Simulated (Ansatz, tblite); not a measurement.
Forces on In(PH3)F3 (InPH₃F₃) at its r2SCAN-D4/def2-SVP geometry. Charge 0, multiplicity 1.

In the def2 sets In takes a core potential; there is no spin–orbit coupling. The xTB rows come from tblite.

GFN1-xTB (tblite), largest force 0.88 eV/Å:

```xyz
8
positions Å, forces eV/Å
F    -0.648    0.044    2.556    0.456   -0.213   -0.457
F     2.363    0.394    1.107   -0.591   -0.334    0.046
F     0.632   -2.456    0.713    0.010    0.656    0.183
In    0.663   -0.570    1.238   -0.163    0.139   -0.309
P    -0.534    0.460   -0.996    0.069   -0.060    0.127
H    -0.797    1.852   -1.032    0.054   -0.851   -0.214
H    -1.813   -0.034   -1.351    0.755    0.451    0.006
H     0.134    0.310   -2.236   -0.590    0.213    0.616
```

GFN2-xTB (tblite), largest force 0.59 eV/Å:

```
F -0.044 0.023 0.026
F 0.041 0.033 -0.015
F -0.008 -0.047 -0.027
In -0.058 0.050 -0.112
P -0.243 0.208 -0.454
H 0.092 -0.582 -0.025
H 0.531 0.232 0.113
H -0.311 0.083 0.494
```

PBE-D4/def2-TZVP (Ansatz), largest force 0.24 eV/Å:

```
F -0.161 0.076 0.155
F 0.202 0.119 -0.020
F -0.006 -0.226 -0.068
In -0.072 0.063 -0.133
P 0.072 -0.062 0.134
H -0.011 0.025 -0.016
H -0.025 0.001 -0.020
H 0.000 0.005 -0.033
```
